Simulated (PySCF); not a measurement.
This PySCF input asks for the NMR shieldings of `InChI=1S/CH7ClP2Si2/c2-1-6-3-5-4-6/h3-4,6H,1,5H2`; the geometry comes from GFN2-xTB.

```python
import basis_set_exchange as bse
import numpy as np
from pyscf import gto, dft
from pyscf.prop import nmr

atoms = """
Cl   -1.683319    1.872741   -0.188364
C    -2.142276    0.156155   -0.103940
Si   -0.565279   -0.923758    0.041542
P     0.781418   -0.355554    1.770594
Si    2.257057    0.039056    0.090603
P     0.923706   -0.598766   -1.633444
H    -2.703534   -0.069604   -1.005890
H    -2.792128    0.040349    0.758199
H    -0.981425   -2.327320    0.120868
H     0.337230    0.949602    1.863985
H     2.691328    1.432540    0.014091
H     3.378228   -0.890834    0.202967
H     0.494604    0.675879   -1.948939
"""
names = dict.fromkeys(["Cl", "C", "Si", "P", "H"], "pcSseg-1")
basis = {el: gto.basis.parse(bse.get_basis(n, elements=[el], fmt="nwchem")) for el, n in names.items()}
mol = gto.M(atom=atoms, basis=basis, charge=0, verbose=0)
mf = dft.RKS(mol, xc="PBE0")
mf.grids.level = 2
mf.grids.alignment = dft.numint.BLKSIZE   # the property module wants whole blocks of grid points
mf.conv_tol = 1e-9
mf.kernel()

calc = nmr.RKS(mf)   # GIAO
C = mf.mo_coeff
Co = C[:, mf.mo_occ > 0]
resp = mf.gen_response(singlet=True, hermi=2)
def vind(x):   # induced exchange potential for any number of trial vectors
    d = np.einsum("pi,xij,qj->xpq", C, 2 * x.reshape(-1, C.shape[1], Co.shape[1]), Co, optimize=True)
    return np.einsum("xpq,pi,qj->xij", resp(d - d.transpose(0, 2, 1)), C, Co, optimize=True).ravel()
mo1, _ = nmr.rhf.solve_mo1(calc, with_cphf=vind)
sigma = calc.kernel(mo1)
for i, s in enumerate(sigma):   # ppm
    w = np.linalg.eigvalsh((s + s.T) / 2)
    print("%2d %-2s iso %8.1f  s11 %8.1f  s22 %8.1f  s33 %8.1f" % (i, mol.atom_pure_symbol(i), w.mean(), *w))
```

Q: Give the expected output.

A: 
```
 0 Cl iso    938.6  s11    847.0  s22    878.5  s33   1090.2
 1 C  iso    151.6  s11    129.5  s22    145.7  s33    179.8
 2 Si iso    365.5  s11    307.6  s22    377.0  s33    411.9
 3 P  iso    571.5  s11    387.1  s22    651.2  s33    676.3
 4 Si iso    414.4  s11    383.4  s22    426.5  s33    433.2
 5 P  iso    571.5  s11    386.8  s22    651.6  s33    676.2
 6 H  iso     28.7  s11     22.6  s22     27.1  s33     36.4
 7 H  iso     28.7  s11     22.5  s22     27.1  s33     36.5
 8 H  iso     26.5  s11     23.1  s22     24.3  s33     31.9
 9 H  iso     28.6  s11     24.7  s22     28.5  s33     32.5
10 H  iso     26.7  s11     23.5  s22     24.6  s33     32.0
11 H  iso     27.0  s11     23.4  s22     24.7  s33     32.9
12 H  iso     28.6  s11     24.8  s22     28.5  s33     32.6
```

These numbers come from an equivalent density-fitted implementation of the same equations, which agrees with the script to about 0.01 ppm for H and up to a few tenths of a ppm for heavy atoms, so last digits may differ.

Size and cost of the density-fitted run: 172 basis functions, 21 s wall time on 1 thread of an Arm Neoverse V1, shared host; peak memory 0.78 GiB.
